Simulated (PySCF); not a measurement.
## Polarisability and C₆ of Pd²⁺ (palladium, charge +2)

[Kr] 4d7 5s1, high-spin 5F determinant (an excited configuration). Computed with PySCF 2.14 in aug-cc-pVTZ-DK (9s8p6d3f2g, 102 functions), with scalar relativity by spin-free X2C-1e. Coupled (time-dependent) response in atomic units; α is the mean over directions.

```json
{"method": "UHF", "mean α (bohr³)": "21.99", "C₆ (like pair)": "117.4", "S(−4)": "360.2"}
{"method": "PBE", "mean α (bohr³)": "16.66", "C₆ (like pair)": "89.77", "S(−4)": "168.3"}
```

S(−4) is the Cauchy moment in α(ω) = α(0) + S(−4) ω² + …

Spin-orbit coupling is absent.

α(iu) at PBE:

```json
{"u (hartree)": "0", "α(iu) (bohr³)": "16.66"}
{"u (hartree)": "0.0500", "α(iu) (bohr³)": "16.26"}
{"u (hartree)": "0.100", "α(iu) (bohr³)": "15.18"}
{"u (hartree)": "0.200", "α(iu) (bohr³)": "12.31"}
{"u (hartree)": "0.300", "α(iu) (bohr³)": "9.822"}
{"u (hartree)": "0.500", "α(iu) (bohr³)": "6.770"}
{"u (hartree)": "0.750", "α(iu) (bohr³)": "4.853"}
{"u (hartree)": "1.00", "α(iu) (bohr³)": "3.761"}
{"u (hartree)": "1.50", "α(iu) (bohr³)": "2.516"}
{"u (hartree)": "2.00", "α(iu) (bohr³)": "1.813"}
{"u (hartree)": "3.00", "α(iu) (bohr³)": "1.062"}
{"u (hartree)": "5.00", "α(iu) (bohr³)": "0.4811"}
```

A single London oscillator, α(iu) = α/(1 + u²/ω²), gives C₆ = (3/4) ω α². Matching the computed C₆ needs ω = 4 × 89.77 / (3 × 16.66²) = 0.431 hartree.

For an ion, C₆ is the dispersion term alone; charge-induced terms of lower order in 1/R come first.
